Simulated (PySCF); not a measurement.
## Two-photon absorption: 2-fluorothiophenol, C$_{6}$H$_{5}$FS

Molfile (atoms numbered from 1):
```
C6H5FS
     RDKit          3D

 13 13  0  0  0  0  0  0  0  0999 V2000
    1.2859    1.8517    0.5078 F   0  0  0  0  0  0  0  0  0  0  0  0
    0.4482    0.8582    0.1912 C   0  0  0  0  0  0  0  0  0  0  0  0
   -0.9039    1.0073    0.4599 C   0  0  0  0  0  0  0  0  0  0  0  0
   -1.7854   -0.0213    0.1346 C   0  0  0  0  0  0  0  0  0  0  0  0
   -1.2974   -1.1862   -0.4560 C   0  0  0  0  0  0  0  0  0  0  0  0
    0.0625   -1.3234   -0.7201 C   0  0  0  0  0  0  0  0  0  0  0  0
    0.9631   -0.3002   -0.4000 C   0  0  0  0  0  0  0  0  0  0  0  0
    2.6774   -0.5047   -0.7472 S   0  0  0  0  0  0  0  0  0  0  0  0
   -1.2438    1.9352    0.9235 H   0  0  0  0  0  0  0  0  0  0  0  0
   -2.8509    0.0905    0.3438 H   0  0  0  0  0  0  0  0  0  0  0  0
   -1.9794   -1.9985   -0.7151 H   0  0  0  0  0  0  0  0  0  0  0  0
    0.4419   -2.2376   -1.1827 H   0  0  0  0  0  0  0  0  0  0  0  0
    3.0592    0.6936   -0.2630 H   0  0  0  0  0  0  0  0  0  0  0  0
  1  2  1  0
  2  3  2  0
  3  4  1  0
  4  5  2  0
  5  6  1  0
  6  7  2  0
  7  8  1  0
  7  2  1  0
  3  9  1  0
  4 10  1  0
  5 11  1  0
  6 12  1  0
  8 13  1  0
M  END
```

Computed with TDDFT CAM-B3LYP/aug-cc-pVDZ excited states, vertical, gas phase (PySCF 2.14.0). Geometry: PBE0-D3(BJ)/def2-SVP.

(1) Give the one- and two-photon strengths of the lowest singlets.

## Answers

(1) δ for parallel linear polarisation; σ at the peak of a Lorentzian of half width 0.1 eV, single beam; Ω is circular over linear.
```csv
state,E (eV),f,photon λ (nm),δ (au),σ (GM),Ω,main
S1,5.01,0.040,495,32.6,0.30,1.24,"HOMO→LUMO+1 0.58, HOMO→LUMO+4 0.19"
S2,5.39,0.006,460,5.59,0.06,1.50,"HOMO→LUMO+7 0.34, HOMO→LUMO 0.33"
S3,5.51,0.180,450,141,1.57,1.00,"HOMO→LUMO+4 0.49, HOMO→LUMO+1 0.31"
S4,5.67,0.013,437,109,1.29,1.50,"HOMO→LUMO+2 0.59, HOMO→LUMO+5 0.13"
S5,6.09,0.008,407,36.4,0.49,1.50,"HOMO→LUMO 0.56, HOMO→LUMO+7 0.15"
S6,6.38,0.257,389,16.8,0.25,1.41,"HOMO−1→LUMO+1 0.56, HOMO→LUMO+4 0.28"
```

Among these, the strongest one-photon state is S6, the strongest two-photon state S3, with a dipole change of 2.6 D (relaxed, norm of the difference vector).
